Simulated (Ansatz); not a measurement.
System: sum formula FeO$_{2}$H$_{2}$, net charge 0, quintet state. The spin state was set by rule; other spins were not relaxed. SMILES: [OH][Fe][OH]
Geometry from a B3LYP-D3(BJ)/def2-TZVP (Ansatz, an electronic-structure program) optimisation:
```
Fe
O 1 1.7904
H 2 0.9581 1 129.41
O 1 1.7904 3 165.21 2 170.24
H 4 0.9581 1 129.41 3 97.39
```
Charge 0, spin multiplicity 5.

Property: vertical ionisation energy (to the sextet state of charge +1; each state is the SCF solution reached for its spin; for the sextet T1 is 0.053), in eV. Correlated levels leave the core frozen unless marked. UHF or UKS for open shells. No spin-orbit coupling. Frozen are the shells of the preceding noble gas and the d and f shells that filled before the atom's block. Non-relativistic. Basis-set limits of correlation are two-point, X^-3; Hartree-Fock from the larger set. [CCSD(T)-MP2]/basis is that difference in the basis named.

```csv
level,program,vertical ionisation energy (eV)
HF/def2-SVPD,Ansatz,8.82
HF/def2-QZVPPD,Ansatz,8.49
SVWN5/def2-TZVPD,Ansatz,9.13
BHLYP/def2-TZVPD,Ansatz,9.70
```

Task: Estimate the value at RI-MP2/CBS(def2-TZVPPD,def2-QZVPPD)+[CCSD(T)-MP2]/def2-TZVPPD as computed with Ansatz.

Result: 9.40 eV
